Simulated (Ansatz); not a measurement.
Frontier orbitals of C₆H₁₄CdO₂ (`CC(C)[O][Cd][O]C(C)C`).

| atom | x (Å) | y (Å) | z (Å) |
| --- | --- | --- | --- |
| C1 | -1.767 | 1.021 | 1.834 |
| C2 | -2.597 | 1.028 | 0.561 |
| C3 | -3.323 | -0.292 | 0.366 |
| O4 | -1.832 | 1.374 | -0.559 |
| Cd5 | -0.334 | 0.216 | -1.107 |
| O6 | 1.094 | -0.897 | -1.884 |
| C7 | 2.371 | -0.882 | -1.310 |
| C8 | 3.014 | 0.491 | -1.393 |
| C9 | 2.355 | -1.401 | 0.118 |
| H10 | -2.383 | 0.856 | 2.722 |
| H11 | -1.022 | 0.214 | 1.795 |
| H12 | -1.238 | 1.970 | 1.948 |
| H13 | -3.356 | 1.820 | 0.658 |
| H14 | -4.000 | -0.511 | 1.196 |
| H15 | -3.901 | -0.274 | -0.560 |
| H16 | -2.600 | -1.117 | 0.305 |
| H17 | 2.976 | -1.576 | -1.914 |
| H18 | 2.461 | 1.208 | -0.770 |
| H19 | 4.049 | 0.479 | -1.040 |
| H20 | 3.002 | 0.854 | -2.423 |
| H21 | 1.873 | -2.380 | 0.161 |
| H22 | 3.363 | -1.490 | 0.531 |
| H23 | 1.794 | -0.712 | 0.765 |

Charge 0, multiplicity 1. Correlated methods include outer-core shells of Cd, which these sets cover unevenly. Cd: def2 effective core potential. The geometry is a stationary point of PBE0-D4/def2-TZVP. It is one conformer, not always the lowest. Basis def2-TZVPP, Ansatz 0.2.0.

```csv
functional,HOMO (eV),LUMO (eV),gap (eV)
LDA (SPW92),-5.90,-2.21,3.69
PBE,-5.67,-1.92,3.75
PBE0,-7.17,-1.03,6.14
B3LYP,-6.94,-1.33,5.61
HSE06 (plane-wave form),-6.76,-1.39,5.37
ωB97M-V,-9.57,0.71,10.28
```

A quarter of exact exchange (PBE0) shifts PBE's HOMO by −1.49 eV and its LUMO by +0.89 eV; full exchange at long range (ωB97M-V) shifts them by −3.89 and +2.63 eV. The gap opens from 3.76 to 10.28 eV, since occupied levels lose self-interaction and empty ones feel all the electrons. A positive LUMO is unbound and depends on the basis.

B3LYP here is the variant with VWN-RPA as its local correlation; programs differ in this.
